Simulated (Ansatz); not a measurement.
Geometry optimisation, RKS B3LYP-D4/def2-SVP (Ansatz 0.2.0).

input.yaml

```yaml
crystal:
  periodic: [false, false, false]
  atoms:
    - { symbol: B, position_ang: [-0.6356, -1.4353, 1.1196] }
    - { symbol: C, position_ang: [-0.0887, -0.57, -0.1293] }
    - { symbol: "N", position_ang: [1.2359, -1.0157, -0.4698] }
    - { symbol: C, position_ang: [0.0155, 0.9371, 0.211] }
    - { symbol: C, position_ang: [-0.1576, 1.8581, -0.9433] }
    - { symbol: O, position_ang: [-1.2699, 1.5849, -0.1091] }
    - { symbol: H, position_ang: [-1.6392, -2.0308, 0.9759] }
    - { symbol: H, position_ang: [-0.1073, -1.343, 2.1527] }
    - { symbol: H, position_ang: [-0.7408, -0.7367, -0.9633] }
    - { symbol: H, position_ang: [1.2371, -2.024, -0.7118] }
    - { symbol: H, position_ang: [1.8716, -0.9414, 0.4108] }
    - { symbol: H, position_ang: [0.4158, 1.3166, 1.1705] }
    - { symbol: H, position_ang: [0.1591, 2.9231, -0.7599] }
    - { symbol: H, position_ang: [-0.3088, 1.4481, -1.9252] }
basis:
  gaussian: { orbitals: def2-SVP }
hamiltonian:
  xc: b3lyp
  dispersion: d4
relax:
  f_tol: 0.015
  max_steps: 40
```

Run as:

```bash
$ ansatz run input.yaml --threads 2 --pin off --max-ram 3072MiB --backend cpu --events-out ev --progress --plain --runs-dir out
```

Q: Where does it end, and by what steps?

A: The forces met the threshold. After 18 steps the energy has fallen by 1.248 eV; H7 moved furthest, 0.95 Å. Joined: B1–N3 (2.49 → 1.63 Å).

```csv
step,energy less start (eV),largest force component (eV/Å),accepted
0,0.0000,2.779,yes
1,-0.3733,1.684,yes
2,-0.5510,0.638,yes
3,-0.5956,0.385,yes
4,-0.6603,0.284,yes
5,-0.7177,0.399,yes
6,-0.7740,0.426,yes
7,-0.8005,0.465,yes
8,-0.8234,0.452,yes
9,-0.8774,1.877,yes
10,-0.9104,3.289,yes
11,-1.1586,1.250,yes
12,-1.2220,0.495,yes
13,-1.2279,0.589,yes
14,-1.2087,0.553,no
15,-1.2467,0.108,yes
16,-1.2481,0.039,yes
17,-1.2483,0.024,yes
18,-1.2484,0.011,yes
```

```xyz
14
Properties=species:S:1:pos:R:3
B -0.357 -1.557 1.075
C -0.415 -0.472 -0.069
N 0.846 -1.296 0.009
C -0.196 0.990 0.165
C -0.065 1.959 -0.940
O -1.274 1.834 -0.204
H -0.903 -2.623 0.912
H -0.058 -1.187 2.188
H -0.960 -0.664 -1.000
H 1.016 -1.939 -0.760
H 1.694 -0.809 0.291
H 0.270 1.242 1.131
H 0.491 2.895 -0.790
H -0.102 1.600 -1.979
```

Whether the end is a true minimum wasn't checked by a vibrational analysis.

The run took 110 s on 2 threads of Intel(R) Xeon(R) Platinum 8259CL CPU @ 2.50GHz (Skylake/Cascade Lake) (shared host), peak memory 0.33 GiB.
